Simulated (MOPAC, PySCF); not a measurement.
C₂H₆Cl₂InN, SMILES `[Cl][In]([Cl])[N](C)C` (C–N–In–Cl torsion 180°), neutral singlet in the gas phase. 

Z-matrix (Å, degrees):
```
N
C 1 1.4389
H 2 1.1007 1 111.14
H 2 1.1085 3 107.44 1 122.50
H 2 1.1085 3 107.45 4 114.93
C 1 1.4389 2 115.34 3 179.92
H 6 1.1007 1 111.14 2 -179.91
H 6 1.1085 7 107.44 1 -122.49
H 6 1.1085 7 107.45 8 -114.93
In 1 2.0009 2 122.33 3 -0.45
Cl 10 2.3336 1 120.19 2 0.34
Cl 10 2.3336 1 120.19 2 -179.79
```
Charge 0, spin multiplicity 1.

All levels are single points at this geometry (PBE0-D3(BJ)/def2-SVP); Pople sets use spherical d functions. Orbital energies aren't observables, and empty levels follow the basis.

```csv
level,HOMO (eV),LUMO (eV),gap (eV),dipole (D),"vertical IE, Delta-SCF (eV)"
PBE-D3(BJ)/def2-TZVP in PySCF,-5.45,-3.06,2.38,2.93,8.28
TPSSh-D3(BJ)/def2-TZVP in PySCF,-6.00,-2.58,3.42,2.91,8.27
B3LYP/6-311+G** (LANL2DZ on In) in PySCF,-6.52,-2.45,4.07,3.06,–
B3LYP/6-31G* (LANL2DZ on In) in PySCF,-6.34,-2.30,4.04,3.28,8.39
B3LYP/LANL2DZ in PySCF,-6.37,-2.44,3.92,3.72,–
BP86/6-31G* (LANL2DZ on In) in PySCF,-5.45,-3.04,2.41,3.44,–
M06-2X/6-31G* (LANL2DZ on In) in PySCF,-7.85,-1.40,6.45,3.22,–
SVWN5/6-31G* (LANL2DZ on In) in PySCF,-5.41,-3.06,2.35,3.49,8.42
HF/6-31G* (LANL2DZ on In) in PySCF,-9.75,1.10,10.85,3.11,7.33
AM1 in MOPAC,-9.30,-2.42,6.88,2.42,–
PM3 in MOPAC,-9.24,-2.37,6.86,3.10,–
PM6 in MOPAC,-8.85,-1.45,7.40,3.56,–
PM7 in MOPAC,-8.99,-1.41,7.58,4.93,–
```
